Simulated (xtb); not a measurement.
xtb input (GFN1-xTB):

```bash
xtb mol.xyz --gfn 1 --sp --chrg 0 --uhf 0
```
mol.xyz:
```
16

O     -3.57775562    -0.22719140     0.74756502
C     -3.23823042    -0.15243377    -0.63426010
C     -1.85295847    -0.70806830    -0.94101158
C     -0.73059977     0.05207601    -0.23382373
C      0.63246548    -0.56832967    -0.48992375
Se     2.13638436     0.41739256     0.33335725
H     -3.63875186    -1.15568491     0.99722364
H     -3.28087117     0.90940829    -0.88422054
H     -3.99082759    -0.66553476    -1.24472314
H     -1.70003409    -0.67765067    -2.02537029
H     -1.82277026    -1.76735038    -0.65769163
H     -0.93250021     0.07263325     0.83881675
H     -0.72588142     1.09306094    -0.56706080
H      0.67889642    -1.59817519    -0.13910696
H      0.87639924    -0.56948422    -1.55329544
H      1.65725670     0.24549613     1.71487693
```

Output:

```
           -------------------------------------------------
          |                Calculation Setup                |
           -------------------------------------------------

           -------------------------------------------------
          |                 G F N 1 - x T B                 |
           -------------------------------------------------

        Reference                      10.1021/acs.jctc.7b00118
      * Hamiltonian:
        H0-scaling (s, p, d)           1.850000    2.250000    2.000000
        zeta-weighting                 0.000000
      * Dispersion:
        s8                             2.400000
        a1                             0.630000
        a2                             5.000000
        s9                             0.000000
      * Repulsion:
        kExp                           1.500000
        rExp                           1.000000
      * Coulomb:
        alpha                          2.000000
        third order                    atomic
        anisotropic                    false
      * Halogen bond correction:
        rad-scale                      1.300000
        damping                        0.440000

          ...................................................
          :                      SETUP                      :
          :.................................................:
          :  # basis functions                  50          :
          :  # atomic orbitals                  49          :
          :  # shells                           33          :
          :  # electrons                        38          :
          :  # halogen bonds                     0          :
          :  max. iterations                   250          :
          :  Hamiltonian                  GFN1-xTB          :
          :  restarted?                      false          :
          :  GBSA solvation                  false          :
          :  PC potential                    false          :
          :  electronic temp.          300.0000000     K    :
          :  accuracy                    1.0000000          :
          :  -> integral cutoff          0.2500000E+02      :
          :  -> integral neglect         0.1000000E-07      :
          :  -> SCF convergence          0.1000000E-05 Eh   :
          :  -> wf. convergence          0.2000000E-04 e    :
          :  Broyden damping             0.4000000          :
          :  net charge                          0          :
          :  unpaired electrons                  0          :
          ...................................................

 iter      E             dE          RMSdq      gap      omega  full diag
   1    -22.0574393 -0.220574E+02  0.713E+00    4.72       0.0  T
   2    -22.0920743 -0.346351E-01  0.428E+00    4.89       1.0  T
   3    -22.0925216 -0.447307E-03  0.639E-01    4.83       1.0  T
   4    -22.0936303 -0.110862E-02  0.820E-02    4.90       1.0  T
   5    -22.0937178 -0.875695E-04  0.211E-02    4.88       1.2  T
   6    -22.0937204 -0.257829E-05  0.545E-03    4.88       4.6  T
   7    -22.0937205 -0.138910E-06  0.167E-03    4.88      15.0  T
   8    -22.0937206 -0.266713E-07  0.358E-04    4.88      69.9  T
   9    -22.0937206 -0.124749E-08  0.385E-05    4.88     648.9  T
  10    -22.0937206 -0.943601E-11  0.105E-05    4.88    2382.4  T

   *** convergence criteria satisfied after 10 iterations ***

         #    Occupation            Energy/Eh            Energy/eV
      -------------------------------------------------------------
         1        2.0000           -0.8683580             -23.6292
       ...           ...                  ...                  ...
        13        2.0000           -0.4989514             -13.5772
        14        2.0000           -0.4858043             -13.2194
        15        2.0000           -0.4748544             -12.9214
        16        2.0000           -0.4680789             -12.7371
        17        2.0000           -0.4621161             -12.5748
        18        2.0000           -0.4435202             -12.0688
        19        2.0000           -0.3777036             -10.2778 (HOMO)
        20                         -0.1984861              -5.4011 (LUMO)
        21                         -0.1426407              -3.8815
        22                         -0.1204313              -3.2771
        23                         -0.1154946              -3.1428
        24                         -0.1114993              -3.0341
       ...                                ...                  ...
        49                          0.6211730              16.9030
      -------------------------------------------------------------
                  HL-Gap            0.1792175 Eh            4.8768 eV
             Fermi-level           -0.2880949 Eh           -7.8395 eV

 SCC (total)                   0 d,  0 h,  0 min,  0.018 sec
 SCC setup                      ...        0 min,  0.000 sec (  0.629%)
 Dispersion                     ...        0 min,  0.000 sec (  0.303%)
 classical contributions        ...        0 min,  0.000 sec (  0.134%)
 integral evaluation            ...        0 min,  0.004 sec ( 23.088%)
 iterations                     ...        0 min,  0.004 sec ( 24.191%)
 molecular gradient             ...        0 min,  0.009 sec ( 50.522%)
 printout                       ...        0 min,  0.000 sec (  1.058%)

         :::::::::::::::::::::::::::::::::::::::::::::::::::::
         ::                     SUMMARY                     ::
         :::::::::::::::::::::::::::::::::::::::::::::::::::::
         :: total energy             -21.897027040825 Eh    ::
         :: gradient norm              0.027628133011 Eh/a0 ::
         :: HOMO-LUMO gap              4.876756060120 eV    ::
         ::.................................................::
         :: SCC energy               -22.093720576831 Eh    ::
         :: -> electrostatic           0.045015879284 Eh    ::
         :: repulsion energy           0.202645795199 Eh    ::
         :: dispersion energy         -0.005952259194 Eh    ::
         :: halogen bond corr.         0.000000000000 Eh    ::
         :: add. restraining           0.000000000000 Eh    ::
         :: total charge              -0.000000000000 e     ::
         :::::::::::::::::::::::::::::::::::::::::::::::::::::

           -------------------------------------------------
          |                Property Printout                |
           -------------------------------------------------

    * Orbital Energies and Occupations

         #    Occupation            Energy/Eh            Energy/eV
      -------------------------------------------------------------
         1        2.0000           -0.8683580             -23.6292
       ...           ...                  ...                  ...
         7        2.0000           -0.5880778             -16.0024
         8        2.0000           -0.5760304             -15.6746
         9        2.0000           -0.5575858             -15.1727
        10        2.0000           -0.5493278             -14.9480
        11        2.0000           -0.5187734             -14.1165
        12        2.0000           -0.5119862             -13.9319
        13        2.0000           -0.4989514             -13.5772
        14        2.0000           -0.4858043             -13.2194
        15        2.0000           -0.4748544             -12.9214
        16        2.0000           -0.4680789             -12.7371
        17        2.0000           -0.4621161             -12.5748
        18        2.0000           -0.4435202             -12.0688
        19        2.0000           -0.3777036             -10.2778 (HOMO)
        20                         -0.1984861              -5.4011 (LUMO)
        21                         -0.1426407              -3.8815
        22                         -0.1204313              -3.2771
        23                         -0.1154946              -3.1428
        24                         -0.1114993              -3.0341
        25                         -0.0908117              -2.4711
        26                         -0.0832214              -2.2646
        27                         -0.0820445              -2.2325
        28                         -0.0652524              -1.7756
        29                         -0.0559603              -1.5228
        30                         -0.0477190              -1.2985
       ...                                ...                  ...
        49                          0.6211730              16.9030
      -------------------------------------------------------------
                  HL-Gap            0.1792175 Eh            4.8768 eV
             Fermi-level           -0.2880949 Eh           -7.8395 eV

  Mulliken/CM5 charges         n(s)   n(p)   n(d)
     1O    -0.56542 -0.78295   1.694  4.872  0.000
     2C     0.19463  0.10733   0.991  2.815  0.000
     3C    -0.06727 -0.17573   1.037  3.030  0.000
     4C    -0.04229 -0.15194   1.029  3.013  0.000
     5C    -0.05224 -0.16172   1.058  2.995  0.000
     6Se   -0.01467 -0.06823   1.945  4.112 -0.042
     7H     0.33466  0.50708   0.665  0.000  0.000
     8H     0.03114  0.09531   0.969  0.000  0.000
     9H     0.00999  0.07095   0.990  0.000  0.000
    10H     0.02433  0.07952   0.976  0.000  0.000
    11H     0.02230  0.07906   0.978  0.000  0.000
    12H     0.03067  0.08925   0.969  0.000  0.000
    13H     0.02051  0.07683   0.979  0.000  0.000
    14H     0.01580  0.07126   0.984  0.000  0.000
    15H     0.02029  0.07605   0.980  0.000  0.000
    16H     0.03758  0.08791   0.962  0.000  0.000

Wiberg/Mayer (AO) data.
largest (>0.10) Wiberg bond orders for each atom

 ---------------------------------------------------------------------------
     #   Z sym  total        # sym  WBO       # sym  WBO       # sym  WBO
 ---------------------------------------------------------------------------
     1   8 O    1.916 --     2 C    0.956     7 H    0.886
     2   6 C    3.920 --     3 C    0.997     8 H    0.978     9 H    0.975
                             1 O    0.956
     3   6 C    3.997 --     4 C    1.000     2 C    0.997    11 H    0.978
                            10 H    0.977
     4   6 C    3.996 --     5 C    1.023     3 C    1.000    13 H    0.980
                            12 H    0.978
     5   6 C    3.990 --     4 C    1.023    14 H    0.995    15 H    0.992
                             6 Se   0.961
     6  34 Se   1.983 --    16 H    0.992     5 C    0.961
     7   1 H    0.898 --     1 O    0.886
     8   1 H    1.015 --     2 C    0.978
     9   1 H    1.011 --     2 C    0.975
    10   1 H    1.007 --     3 C    0.977
    11   1 H    1.008 --     3 C    0.978
    12   1 H    1.014 --     4 C    0.978
    13   1 H    1.013 --     4 C    0.980
    14   1 H    1.014 --     5 C    0.995
    15   1 H    1.009 --     5 C    0.992
    16   1 H    1.006 --     6 Se   0.992
 ---------------------------------------------------------------------------

Topologies differ in total number of bonds
Writing topology from bond orders to xtbtopo.mol

 dipole moment from electron density (au)
     X       Y       Z
   0.0230  -0.9006  -0.5185  total (Debye):    2.642

           -------------------------------------------------
          | TOTAL ENERGY              -21.897027040825 Eh   |
          | GRADIENT NORM               0.027628133011 Eh/α |
          | HOMO-LUMO GAP               4.876756060120 eV   |
           -------------------------------------------------

------------------------------------------------------------------------
------------------------------------------------------------------------
 total:
Note: The following floating-point exceptions are signalling: IEEE_DENORMAL
normal termination of xtb
 SCF:
```
